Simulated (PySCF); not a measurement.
Scalar relativity in Al⁺ (aluminium, charge +1)

[Ne] 3s2, closed-shell 1S; PBE calculated with PySCF 2.14 in dyall-acv3z, once non-relativistic with a point nucleus and once with spin-free X2C-1e and a Gaussian nucleus.

```json
{"shell": "1s", "ε non-rel. (eV)": "-1516.2", "ε X2C (eV)": "-1519.1", "rms r non-rel. (bohr, spins averaged)": "0.1398", "rms r X2C (bohr, spins averaged)": "0.1394", "change of radius (%)": "-0.33"}
{"shell": "2s", "ε non-rel. (eV)": "-116.05", "ε X2C (eV)": "-116.47", "rms r non-rel. (bohr, spins averaged)": "0.6872", "rms r X2C (bohr, spins averaged)": "0.6853", "change of radius (%)": "-0.27"}
{"shell": "2p", "ε non-rel. (eV)": "-78.025", "ε X2C (eV)": "-77.964", "rms r non-rel. (bohr, spins averaged)": "0.6803", "rms r X2C (bohr, spins averaged)": "0.6800", "change of radius (%)": "-0.05"}
{"shell": "3s", "ε non-rel. (eV)": "-14.782", "ε X2C (eV)": "-14.807", "rms r non-rel. (bohr, spins averaged)": "2.558", "rms r X2C (bohr, spins averaged)": "2.553", "change of radius (%)": "-0.17"}
```

The total energy goes from -242.0126 to -242.4556 hartree.

Ionisation energy, Al⁺ [Ne] 3s2 (1S) → Al²⁺ [Ne] 3s1 (2S) (eV):

| method | non-relativistic | spin-free X2C | shift |
| --- | --- | --- | --- |
| UHF | 17.520 | 17.551 | 0.030 |
| MP2 (valence) | 18.305 | 18.335 | 0.029 |
| SCS-MP2 (valence) | 18.462 | 18.492 | 0.029 |
| CCSD (valence) | 18.615 | 18.642 | 0.028 |
| CCSD(T) (valence) | 18.615 | 18.642 | 0.028 |
| CCSDT (valence) | 18.615 | 18.642 | 0.028 |
| FCI (valence) | 18.615 | 18.642 | 0.028 |
| MP2 (valence and next inner shell) | 18.534 | 18.564 | 0.031 |
| SCS-MP2 (valence and next inner shell) | 18.642 | 18.672 | 0.030 |
| CCSD (valence and next inner shell) | 18.730 | 18.759 | 0.029 |
| CCSD(T) (valence and next inner shell) | 18.776 | 18.805 | 0.029 |
| LDA | 18.892 | 18.925 | 0.033 |
| PBE | 18.758 | 18.790 | 0.032 |
| PBE0 | 18.652 | 18.684 | 0.031 |
| r2SCAN | 18.381 | 18.413 | 0.031 |

Relativity contracts and stabilises s shells directly. The contracted s shells screen the nucleus better, so for spin-averaged p shells the direct and indirect effects partly cancel.
